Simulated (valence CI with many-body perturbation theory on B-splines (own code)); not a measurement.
## Energy levels of In XVIII

Computed by configuration interaction combined with many-body perturbation theory (CI+MBPT): four valence electrons over a frozen Dirac-Fock core [Ar] 3d10, radial functions for each j: 9 s, 9 p, 8 d, 6 f, 3 g, 1 h, with the one-electron correlation potential Σ1, the two-electron term Σ2, the three-electron term Σ3, Breit, model QED; selected CI, second order for the rest, scaled by the run's own slope (own B-spline code, finite nucleus).

No measured levels were compared; by estimate levels hold to about 250 cm⁻¹ or 0.2 % of their energy and the worst to 1 %, as in measured heavy ions of charge 2 to 7; those with d or f electrons hold less well.

Levels 1 to 34 of 34, with energies above the lowest level, 4s2 4p2 3P_0. "Leading %" is the weight of the configuration and term that name the level; weights of strongly mixed levels are sums over their largest components and can fall short, so below about 35 % the name and the second component can differ from the true leading terms, or belong to a minority configuration. In the jj column 3d3/2^4 stands for four electrons in 3d with j = 3/2. Lifetimes count E1, E2, E3, M1 and M2 decay at the calculated energies, and are blank where another channel may lead or the interval is too uncertain; long ones can be off by a factor of two.

```csv
No.,Configuration,Term,J,E (eV),Leading %,Second component,Lifetime,Leading jj
1,4s2 4p2,3P,0,0.00,81,18 % 4s2 4p2 1S,,4s^2 4p1/2^2 (95 %)
2,4s2 4p2,3P,1,7.28,98,,335 μs,4s^2 4p1/2 4p3/2 (98 %)
3,4s2 4p2,3P,2,9.23,50,48 % 4s2 4p2 1D,24.3 ms,4s^2 4p1/2 4p3/2 (95 %)
4,4s2 4p2,1D,2,18.09,50,48 % 4s2 4p2 3P,123 μs,4s^2 4p3/2^2 (95 %)
5,4s2 4p2,1S,0,23.11,80,18 % 4s2 4p2 3P,49.0 μs,4s^2 4p3/2^2 (94 %)
6,4s 4p3,5S°,2,44.68,78,17 % 4s 4p3 3P°,879 ps,4s 4p1/2^2 4p3/2 (65 %)
7,4s 4p3,3D°,1,52.55,65,20 % 4s 4p3 3P°,68.3 ps,4s 4p1/2^2 4p3/2 (69 %)
8,4s 4p3,3D°,2,54.18,65,14 % 4s 4p3 3P°,154 ps,4s 4p1/2 4p3/2^2 (72 %)
9,4s 4p3,3D°,3,56.86,94,5 % 4s2 4p 4d 3D°,185 ps,4s 4p1/2 4p3/2^2 (94 %)
10,4s 4p3,3P°,0,61.18,95,,61.0 ps,4s 4p1/2 4p3/2^2 (95 %)
11,4s 4p3,3P°,1,62.27,66,20 % 4s 4p3 3D°,45.1 ps,4s 4p1/2 4p3/2^2 (78 %)
12,4s 4p3,1D°,2,63.07,34,29 % 4s 4p3 3P°,45.2 ps,4s 4p1/2 4p3/2^2 (57 %)
13,4s 4p3,3S°,1,68.57,54,32 % 4s 4p3 1P°,9.20 ps,4s 4p1/2 4p3/2^2 (73 %)
14,4s 4p3,1D°,2,70.11,40,34 % 4s 4p3 3P°,47.9 ps,4s 4p3/2^3 (63 %)
15,4s2 4p 4d,3F°,2,77.10,86,6 % 4s 4p3 1D°,54.2 ps,4s^2 4p1/2 4d3/2 (84 %)
16,4s 4p3,1P°,1,78.53,51,33 % 4s 4p3 3S°,9.83 ps,4s 4p3/2^3 (74 %)
17,4s2 4p 4d,3F°,3,80.68,88,6 % 4s2 4p 4d 3D°,55.4 ps,4s^2 4p1/2 4d5/2 (73 %)
18,4s2 4p 4d,3P°,2,83.63,46,24 % 4s2 4p 4d 1D°,7.56 ps,4s^2 4p1/2 4d5/2 (85 %)
19,4s2 4p 4d,3D°,1,84.88,55,25 % 4s2 4p 4d 3P°,4.67 ps,4s^2 4p1/2 4d3/2 (86 %)
20,4s2 4p 4d,3F°,4,87.12,98,,264 μs,4s^2 4p3/2 4d5/2 (98 %)
21,4s2 4p 4d,1D°,2,90.29,43,31 % 4s2 4p 4d 3D°,6.02 ps,4s^2 4p3/2 4d3/2 (57 %)
22,4s2 4p 4d,3P°,0,91.45,94,,6.76 ps,4s^2 4p3/2 4d3/2 (94 %)
23,4s2 4p 4d,3P°,1,92.23,64,27 % 4s2 4p 4d 3D°,5.79 ps,4s^2 4p3/2 4d3/2 (82 %)
24,4s2 4p 4d,3D°,3,92.28,74,10 % 4s2 4p 4d 1F°,4.88 ps,4s^2 4p3/2 4d3/2 (42 %)
25,4s2 4p 4d,3P°,2,93.33,41,41 % 4s2 4p 4d 3D°,6.00 ps,4s^2 4p3/2 4d5/2 (60 %)
26,4s2 4p 4d,1F°,3,98.53,83,13 % 4s2 4p 4d 3D°,4.26 ps,4s^2 4p3/2 4d5/2 (58 %)
27,4s2 4p 4d,1P°,1,99.99,80,9 % 4s2 4p 4d 3D°,6.16 ps,4s^2 4p3/2 4d5/2 (79 %)
28,4p4,3P,2,104.02,59,21 % 4p4 1D,29.8 ps,4p1/2^2 4p3/2^2 (80 %)
29,4p4,3P,0,108.92,51,32 % 4p4 1S,22.9 ps,4p1/2^2 4p3/2^2 (76 %)
30,4p4,3P,1,112.13,65,18 % 4s 4p2 4d 3P,30.4 ps,4p1/2 4p3/2^3 (65 %)
31,4s 4p2 4d,5F,1,113.35,72,12 % 4p4 3P,88.4 ps,4s 4p1/2^2 4d3/2 (56 %)
32,4p4,1D,2,113.42,53,17 % 4p4 3P,41.0 ps,4p1/2 4p3/2^3 (69 %)
33,4s 4p2 4d,5F,2,114.32,64,16 % 4s 4p2 4d 5D,94.6 ps,4s 4p1/2^2 4d3/2 (40 %)
34,4s 4p2 4d,5F,3,116.31,57,29 % 4s 4p2 4d 5D,98.2 ps,4s 4p1/2^2 4d5/2 (51 %)
```

Names give the largest LS component (configuration and term), which can be under half, so a name can repeat, a term be missing and a line seem to break the LS rules; names also repeat where a configuration has a term twice.

The ionisation energy to 4s2 4p 2P°_1/2 of the next ion comes out as 463.54 eV (NIST: 462 ± 3 eV (theoretical)). All 34 levels together are meant to be complete up to 117.88 eV.
